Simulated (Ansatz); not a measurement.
Born–Oppenheimer molecular dynamics of a periodic cell of 17 atoms, Si16Ge (host Si, host structure diamond, interstitial Ge). It starts from a relaxed structure.

The calculation used DFT PBE, scalar-relativistic, plane waves, PAW in Ansatz 0.2.0. Settings: accuracy low, PAW set soft_1, cutoff 420 eV, k mesh 2x2x2, fermi-dirac smearing 0.02 eV, no spin polarisation.

```yaml
ensemble: NVE (velocity Verlet)
time_step: 2 fs
steps_asked: 130
starting_velocities_drawn_for: 3000 K
seed: 452842
```

Frames 20 fs apart, positions in Å.

Velocities at 20 fs (Å/ps):

```
Si -1.27 -7.69 -9.47
Si 8.31 6.13 6.85
Si 3.82 -9.82 -1.61
Si 1.68 -2.27 -6.96
Si -2.40 9.94 6.68
Si 5.14 0.18 6.56
Si -0.20 10.62 7.40
Si 4.78 -0.75 6.83
Si 3.00 -2.56 -6.69
Si -2.52 0.90 -2.19
Si 1.05 0.16 -7.28
Si 6.33 2.75 -6.19
Si -3.57 -0.96 0.75
Si -11.68 7.47 4.33
Si -6.35 -13.48 0.16
Si -7.87 0.18 1.25
Ge 0.68 -0.31 -0.17
```

```xyz
17
Lattice="0.0000 5.4300 5.4300 5.4300 0.0000 5.4300 5.4300 5.4300 0.0000" Properties=species:S:1:pos:R:3 time_fs=20 energy_less_start_eV=3.817 T=1165
Si 0.137 0.013 0.040
Si 1.299 1.203 1.258
Si 2.792 2.652 -0.048
Si 4.143 4.047 1.007
Si 2.598 0.106 2.897
Si 4.292 1.401 4.165
Si 5.439 2.770 2.914
Si 6.985 4.130 4.228
Si -0.117 2.760 2.495
Si 1.357 4.158 4.011
Si 2.640 5.346 2.635
Si 4.379 6.781 4.053
Si 2.648 2.685 5.368
Si 3.947 4.194 7.029
Si 5.209 5.157 5.256
Si 6.540 6.904 6.938
Ge 2.723 2.713 2.738
17
Lattice="0.0000 5.4300 5.4300 5.4300 0.0000 5.4300 5.4300 5.4300 0.0000" Properties=species:S:1:pos:R:3 time_fs=40 energy_less_start_eV=3.197 T=1464
Si 0.090 -0.140 -0.174
Si 1.472 1.372 1.376
Si 2.874 2.365 -0.126
Si 4.147 4.009 1.051
Si 2.623 0.295 3.040
Si 4.289 1.400 4.340
Si 5.468 3.067 2.982
Si 6.997 4.067 4.352
Si 0.002 2.720 2.418
Si 1.288 4.114 3.958
Si 2.734 5.473 2.447
Si 4.358 6.788 3.896
Si 2.561 2.678 5.507
Si 3.679 4.282 6.983
Si 5.138 4.974 5.371
Si 6.462 6.820 6.855
Ge 2.763 2.721 2.727
17
Lattice="0.0000 5.4300 5.4300 5.4300 0.0000 5.4300 5.4300 5.4300 0.0000" Properties=species:S:1:pos:R:3 time_fs=60 energy_less_start_eV=3.409 T=1360
Si 0.089 -0.156 -0.137
Si 1.467 1.307 1.263
Si 2.966 2.199 -0.227
Si 4.104 3.972 1.234
Si 2.712 0.280 3.229
Si 4.159 1.602 4.489
Si 5.500 3.198 2.876
Si 7.001 3.989 4.469
Si -0.004 2.842 2.402
Si 1.352 3.986 3.793
Si 2.834 5.683 2.284
Si 4.245 6.557 3.703
Si 2.427 2.688 5.719
Si 3.459 4.198 6.887
Si 5.167 5.091 5.534
Si 6.415 6.697 6.724
Ge 2.875 2.780 2.738
17
Lattice="0.0000 5.4300 5.4300 5.4300 0.0000 5.4300 5.4300 5.4300 0.0000" Properties=species:S:1:pos:R:3 time_fs=80 energy_less_start_eV=3.642 T=1248
Si 0.114 -0.103 -0.029
Si 1.371 1.123 1.196
Si 3.033 2.268 -0.243
Si 4.106 4.013 1.148
Si 2.740 0.081 3.301
Si 4.121 1.846 4.638
Si 5.619 3.049 2.757
Si 6.990 3.935 4.563
Si -0.196 2.885 2.338
Si 1.379 4.071 3.804
Si 2.748 5.724 2.083
Si 4.355 6.352 3.587
Si 2.218 2.676 5.711
Si 3.466 4.198 6.989
Si 5.184 5.284 5.583
Si 6.304 6.699 6.781
Ge 3.007 2.793 2.753
17
Lattice="0.0000 5.4300 5.4300 5.4300 0.0000 5.4300 5.4300 5.4300 0.0000" Properties=species:S:1:pos:R:3 time_fs=100 energy_less_start_eV=3.954 T=1098
Si 0.069 -0.042 -0.145
Si 1.447 1.166 1.403
Si 3.077 2.328 -0.202
Si 4.124 4.039 0.893
Si 2.711 -0.012 3.317
Si 4.205 1.891 4.782
Si 5.754 2.925 2.767
Si 6.863 3.913 4.593
Si -0.257 2.732 2.321
Si 1.269 4.242 3.855
Si 2.659 5.570 1.965
Si 4.491 6.372 3.540
Si 2.036 2.837 5.573
Si 3.591 4.219 7.043
Si 5.080 5.254 5.490
Si 6.180 6.800 6.973
Ge 3.104 2.741 2.767
17
Lattice="0.0000 5.4300 5.4300 5.4300 0.0000 5.4300 5.4300 5.4300 0.0000" Properties=species:S:1:pos:R:3 time_fs=120 energy_less_start_eV=3.446 T=1343
Si 0.091 0.189 -0.253
Si 1.593 1.272 1.634
Si 3.018 2.248 -0.195
Si 4.140 3.998 0.774
Si 2.668 0.072 3.358
Si 4.235 1.871 4.894
Si 5.662 3.111 2.960
Si 6.753 3.900 4.634
Si -0.057 2.626 2.344
Si 1.169 4.280 3.625
Si 2.669 5.363 2.048
Si 4.342 6.431 3.512
Si 1.968 3.068 5.536
Si 3.636 4.141 6.927
Si 5.009 5.180 5.444
Si 6.189 6.642 6.849
Ge 3.186 2.680 2.797
17
Lattice="0.0000 5.4300 5.4300 5.4300 0.0000 5.4300 5.4300 5.4300 0.0000" Properties=species:S:1:pos:R:3 time_fs=140 energy_less_start_eV=4.145 T=1006
Si 0.289 0.289 -0.209
Si 1.714 1.223 1.589
Si 2.854 2.132 -0.211
Si 4.237 4.016 0.741
Si 2.710 0.116 3.397
Si 4.078 2.016 4.953
Si 5.413 3.145 2.906
Si 6.850 3.925 4.784
Si 0.066 2.709 2.321
Si 1.107 4.255 3.366
Si 2.689 5.224 2.177
Si 3.991 6.426 3.585
Si 1.947 3.203 5.567
Si 3.614 4.006 6.900
Si 4.978 5.191 5.386
Si 6.353 6.633 6.678
Ge 3.263 2.634 2.860
17
Lattice="0.0000 5.4300 5.4300 5.4300 0.0000 5.4300 5.4300 5.4300 0.0000" Properties=species:S:1:pos:R:3 time_fs=160 energy_less_start_eV=3.717 T=1212
Si 0.461 0.271 -0.177
Si 1.716 1.057 1.458
Si 2.717 2.171 -0.185
Si 4.354 4.037 0.748
Si 2.830 0.022 3.411
Si 3.957 2.102 5.096
Si 5.502 3.102 2.714
Si 6.940 3.995 4.810
Si -0.110 2.571 2.228
Si 1.065 4.324 3.465
Si 2.711 5.207 2.061
Si 3.817 6.494 3.655
Si 1.839 3.239 5.551
Si 3.661 3.981 7.004
Si 4.954 5.252 5.369
Si 6.555 6.792 6.574
Ge 3.232 2.592 2.917
17
Lattice="0.0000 5.4300 5.4300 5.4300 0.0000 5.4300 5.4300 5.4300 0.0000" Properties=species:S:1:pos:R:3 time_fs=180 energy_less_start_eV=3.190 T=1467
Si 0.370 0.231 -0.262
Si 1.649 0.900 1.566
Si 2.713 2.366 -0.113
Si 4.459 4.010 0.774
Si 2.999 -0.105 3.372
Si 3.973 2.042 5.309
Si 5.864 3.018 2.487
Si 6.845 4.165 4.655
Si -0.283 2.282 2.240
Si 1.012 4.280 3.573
Si 2.709 5.294 1.852
Si 3.854 6.546 3.622
Si 1.770 3.375 5.525
Si 3.675 4.117 7.040
Si 4.983 5.336 5.436
Si 6.625 6.872 6.552
Ge 3.136 2.550 2.976
17
Lattice="0.0000 5.4300 5.4300 5.4300 0.0000 5.4300 5.4300 5.4300 0.0000" Properties=species:S:1:pos:R:3 time_fs=200 energy_less_start_eV=3.196 T=1463
Si 0.112 0.281 -0.351
Si 1.590 0.835 1.672
Si 2.792 2.564 -0.001
Si 4.491 3.923 0.838
Si 3.166 -0.086 3.420
Si 4.029 1.888 5.504
Si 6.138 3.065 2.408
Si 6.672 4.243 4.351
Si -0.303 2.142 2.239
Si 0.975 4.084 3.373
Si 2.757 5.372 1.796
Si 3.789 6.466 3.707
Si 1.849 3.573 5.592
Si 3.699 4.216 6.889
Si 5.033 5.490 5.506
Si 6.596 6.761 6.461
Ge 3.072 2.516 3.063
17
Lattice="0.0000 5.4300 5.4300 5.4300 0.0000 5.4300 5.4300 5.4300 0.0000" Properties=species:S:1:pos:R:3 time_fs=220 energy_less_start_eV=3.776 T=1184
Si -0.040 0.172 -0.515
Si 1.596 0.817 1.594
Si 2.760 2.650 0.055
Si 4.491 3.882 0.977
Si 3.303 0.012 3.536
Si 3.937 1.829 5.659
Si 6.231 3.164 2.301
Si 6.633 4.233 4.147
Si -0.255 2.185 2.263
Si 0.966 3.906 3.087
Si 2.881 5.340 1.916
Si 3.593 6.409 3.910
Si 1.915 3.711 5.673
Si 3.758 4.246 6.758
Si 5.021 5.579 5.409
Si 6.667 6.761 6.349
Ge 3.044 2.485 3.172
17
Lattice="0.0000 5.4300 5.4300 5.4300 0.0000 5.4300 5.4300 5.4300 0.0000" Properties=species:S:1:pos:R:3 time_fs=240 energy_less_start_eV=2.988 T=1564
Si -0.066 -0.091 -0.729
Si 1.658 0.829 1.379
Si 2.564 2.628 0.054
Si 4.416 3.921 1.067
Si 3.339 0.039 3.579
Si 3.721 1.871 5.745
Si 6.218 3.127 2.099
Si 6.794 4.278 4.220
Si -0.337 2.165 2.373
Si 1.079 3.900 2.910
Si 2.895 5.265 2.121
Si 3.393 6.552 3.998
Si 1.866 3.840 5.607
Si 3.897 4.288 6.861
Si 5.096 5.520 5.200
Si 6.925 6.841 6.306
Ge 3.043 2.456 3.300
```

Of the whole run (260 fs, mean temperature of the second half 1298 K): The conserved energy stayed within 1.9 meV per atom of its start (net change 1.3 meV per atom), so the integration is sound. Over the second half the temperature averaged 0.43 of the 3000 K drawn at the start: a run that starts near a minimum puts about half its kinetic energy into the potential. A run of 0.26 ps of so small a system gives no equilibrium averages. Limits of this set-up: coarse k mesh, a small cell, in which the defect meets its images, low accuracy level.

Run time: 11 min on 1 thread of Arm Neoverse V2, on a shared host, peak memory 0.64 GiB.
